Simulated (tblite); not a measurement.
Species: C₈H₇ (doublet state).
SMILES with atom numbers: `[CH:1]#[C:2][C:3]#[C:4][CH:5][CH:6]1[CH2:7][CH2:8]1` (hydrogens: H9 on C1; H10 on C5; H11 on C6; H12, H13 on C7; H14, H15 on C8)

Geometry (GFN2-xTB, Å), atoms numbered from 1 in this order:
```xyz
15
C8H7 angstrom
C      4.7936    0.2554    0.9918
C      3.6250   -0.0169    0.8149
C      2.3343   -0.3107    0.6150
C      1.1472   -0.5942    0.4362
C     -0.1508   -0.8918    0.2339
C     -1.0903    0.0350   -0.3806
C     -2.5353    0.0477    0.0755
C     -2.1968   -0.4997   -1.2674
H      5.8041    0.4856    1.1466
H     -0.5202   -1.8615    0.5387
H     -0.6594    0.9887   -0.6610
H     -3.0308    1.0044    0.1382
H     -2.8205   -0.6452    0.8528
H     -2.2494   -1.5683   -1.4124
H     -2.4552    0.0740   -2.1441
```

Computed with GFN2-xTB (tblite): harmonic, unscaled wavenumbers at the GFN2-xTB geometry, gas phase. This tight-binding method is rough: wavenumbers can miss measured ones by several per cent, in bad cases by 10 to 20. One conformer, not necessarily the lowest. Open shells enter through the occupations alone, without spin polarisation, and single modes of such species can be off by tens of per cent.

Harmonic wavenumbers (cm⁻¹): 51.5, 72.3, 140.7, 176.9, 309.8, 312.0, 323.2, 351.8, 366.0, 421.4, 563.1, 621.2, 653.2, 771.2, 809.7, 858.1, 896.1, 900.9, 1009.8, 1057.9, 1058.2, 1090.6, 1153.9, 1165.7, 1210.9, 1246.8, 1341.0, 1433.4, 1463.4, 1476.0, 2119.2, 2157.1, 3042.8, 3052.5, 3087.4, 3088.9, 3092.2, 3111.6, 3403.5.

A = 12781, B = 680.6, C = 680.4 MHz; mass 103.055 u (most abundant isotopes); point group Cs, symmetry number 1; spin multiplicity 2.

What is the zero-point energy?

Half the sum of the wavenumbers: 24731 cm⁻¹ = 70.71 kcal/mol.

Entropy at 298.15 K, 1 bar (ideal gas, RRHO, classical rotation)?

Translation 39.83, rotation 28.39, vibration 23.87, spin (R ln 2) 1.38: S = 93.5 cal/(mol K).

And Cp and H(298.15 K) − H(0)?

Cp = 33.60 cal/(mol K), of which vibrations give 25.65 (their classical limit is 39 R = 77.5); H(298.15 K) − H(0) = 6.19 kcal/mol without the zero-point energy, 3.82 from vibrations.

What must be added to the electronic energy to get the Gibbs energy at 298.15 K and 1 bar?

ZPE + [H(298.15 K) − H(0)] − T·S = 70.71 + 6.19 − 27.87 = 49.03 kcal/mol.

Which modes carry the vibrational entropy at 298.15 K?

51.5 cm⁻¹: 4.76; 72.3 cm⁻¹: 4.09; 140.7 cm⁻¹: 2.79; 176.9 cm⁻¹: 2.36; 309.8 cm⁻¹: 1.36; 312.0 cm⁻¹: 1.35 cal/(mol K); the other 33 give 7.15 together.

Blend soft modes into free rotors: weight 1/[1 + (100 cm⁻¹/ν̃)⁴] for the oscillator and the rest for a rotor with moment μB/(μ + B), μ = h/(8π²ν), B = 10⁻⁴⁴ kg m². What vibrational entropy results?

21.95 cal/(mol K) in place of 23.87, which changes −T·S at 298.15 K by +0.57 kcal/mol.

How do the functions run with temperature in this model?

```csv
T (K),S (cal/(mol K)),Cp (cal/(mol K)),H − H(0) (kcal/mol),G − H(0) (kcal/mol),ln q(vib)
50,57.9,12.0,0.48,-2.41,0.42
100,67.6,16.5,1.19,-5.57,1.35
373.15,101.6,39.4,8.93,-29.00,7.18
500,114.3,47.5,14.46,-42.71,9.89
750,135.8,58.4,27.81,-74.07,14.99
1000,153.7,65.5,43.36,-110.33,19.66
```

q(vib) and H(0) count from the zero-point level.

Hindered rotation and anharmonicity are outside this model. Other conformers, if any are populated, would add a mixing term that is left out.
